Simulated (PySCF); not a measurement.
# Excitation energy of Cr⁺ by level of theory

Cr⁺ [Ar] 3d5 (6S) → Cr⁺ [Ar] 3d4 4p1 (high-spin determinant), as a difference of total energies. Computed with PySCF 2.14 in aug-cc-pwCVTZ, with the non-relativistic Hamiltonian (point nucleus). Correlated levels: valence: [Ar] frozen; valence and next inner shell: [Ne] frozen; nothing frozen. The calculations carry no spin-orbit coupling.

```csv
method,excitation energy (eV)
UHF,5.032
LDA,6.295
PBE,6.013
PBE0,5.917
r2SCAN,5.915
PW91,6.040
revPBE,5.969
wB97X,6.033
MP2 (valence),5.803
SCS-MP2 (valence),5.289
MP2 (valence and next inner shell),6.340
SCS-MP2 (valence and next inner shell),5.802
MP2 (all electrons),6.356
SCS-MP2 (all electrons),5.812
```

Q: How much does correlation contribute at MP2 (all electrons)?

A: 6.356 − (5.032) = 1.324 eV, measured against UHF.

A first-order spin-orbit estimate (lowest level to lowest level, LS coupling) adds -0.066 eV.

The determinant of the upper state mixes LS terms, which raises its energy above the lowest term, most at the Hartree-Fock and MP2 levels.
